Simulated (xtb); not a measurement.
C2H4ClGaO, SMILES C=[CH][Ga]([OH])[Cl]. All values are semi-empirical tight-binding results from xtb (GFN2-xTB unless named), good for trends rather than for accurate numbers. The structure is a stationary point at GFN2-xTB. The structure was generated by enumeration; whether it is a known compound was not checked. The values are those of a single conformer.

Optimised geometry:

```xyz
9

Ga     0.0950    -0.0481     0.0000
Cl    -0.5507    -2.0531     0.0000
C     -0.9935     1.6451     0.0000
C     -0.3949     2.8235     0.0000
H     -2.0755     1.5494     0.0000
H     -0.9507     3.7520     0.0000
H      0.6825     2.9044     0.0000
O      1.8161     0.2189     0.0000
H      2.5626    -0.3757     0.0000
```

For metal compounds this method's bond lengths and energies can be far off.

```
Item                                           Value
-------------------------------------  -------------
point group as xtb finds it                       Cs
orbital gap                                  4.32 eV
zero-point energy                      33.0 kcal/mol
G − E(el) at 298.15 K (modified RRHO)  12.1 kcal/mol
```

Problem. Give the atomic charges and the Wiberg bond orders between heavy atoms. (The exact figures need the calculation; the answer reports its results.)

Solution. charges (e) Ga1 0.09, Cl2 -0.11, C3 -0.03, C4 -0.05, H5 0.08, H6 0.07, H7 0.10, O8 -0.46, H9 0.32. Bond orders Ga1–Cl2 1.23, Ga1–C3 0.85, C3–C4 1.96, Ga1–O8 1.24.
